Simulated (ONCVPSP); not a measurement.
## Scattering properties, ONCV potential for Sm (Z = 62)

| Item | Value |
| --- | --- |
| Element | Sm (Z = 62) |
| Generator | ONCVPSP 4.0.1 |
| Type | optimised norm-conserving Vanderbilt (ONCV) |
| Functional | PBE |
| Relativity | scalar-relativistic |
| Frozen core | [Kr] 4d10 |
| Valence charge | 16 |
| Reference configuration | 4f6 5s2 5p6 6s2 |
| Partial waves | 5s+6s: rc 2.00 bohr, ncon 3, nbas 8, qcut 6.9 1/bohr, 2 projectors; 5p: rc 2.25 bohr, ncon 4, nbas 7, qcut 6.9 1/bohr, 1 projector; d scattering state at 0.45 Ha: rc 1.55 bohr, ncon 5, nbas 9, qcut 5.8 1/bohr, local; 4f: rc 1.55 bohr, ncon 3, nbas 8, qcut 10.9 1/bohr, 3 projectors, debl 2.2 Ha |
| Local potential | the d channel |
| Core correction | Teter function, fcfact 1.75, rcfact 1.2 |

In the d channel the program set the typed energies aside and used 0.050 Ha.

The phase is arctan(r·R′/R) of the radial function R(r), unwrapped; energies in Ha, scanned from -3 to 5 Ha. A pole is an energy at which the radial function vanishes at the test radius. The pseudo phase is shifted by a multiple of π to meet the all-electron one at the reference energy, and phase errors are pseudo minus all-electron; the curves can meet again beyond the range given. Levels narrower than the energy grid can be missing from the lists of poles. Where the grid stepped over a known ghost or core level, its pole and its step of π were put in at the level’s energy.

```tsv
channel	radius (bohr)	reference energy (Ha)	poles, all-electron	poles, pseudo	unbroken range about the reference energy with phases within 0.05 rad	phase error 1 Ha above the reference energy (rad)
s	2.03	-0.13	-1.07	-1.07	the whole range	-0.000
p	2.29	-0.85	-0.40, 4.63	-1.78, -0.36	-1.1 to 0.2	+0.047
d	1.57	0.05	4.51	3.62	below 3.1	-0.020
f	1.57	-0.09	0.31	0.31	the whole range	-0.000
```

Note: ghosts flagged at negative energy: p at -48.5 eV; no localised positive-energy state flagged. A true bound ghost makes a file unfit for plane-wave use.

Phases in the p channel:

| E (Ha) | all-electron | pseudo |
| --- | --- | --- |
| -2.98 | 1.303 | 4.469 |
| -2.54 | 1.255 | 4.423 |
| -2.10 | 1.167 | 4.343 |
| -1.66 | 0.944 | 1.002 |
| -1.22 | -0.177 | -0.088 |
| -0.78 | -1.343 | -1.343 |
| -0.34 | -1.594 | -1.576 |
| 0.10 | -1.726 | -1.683 |
| 0.54 | -1.863 | -1.767 |
| 0.98 | -2.106 | -1.864 |
| 1.42 | -2.825 | -2.017 |
| 1.86 | -3.952 | -2.339 |
| 2.30 | -4.350 | -3.134 |
| 2.74 | -4.501 | -3.960 |
| 3.18 | -4.581 | -4.295 |
| 3.62 | -4.633 | -4.443 |
| 4.06 | -4.672 | -4.525 |
| 4.50 | -4.704 | -4.578 |
| 4.94 | -4.733 | -4.615 |
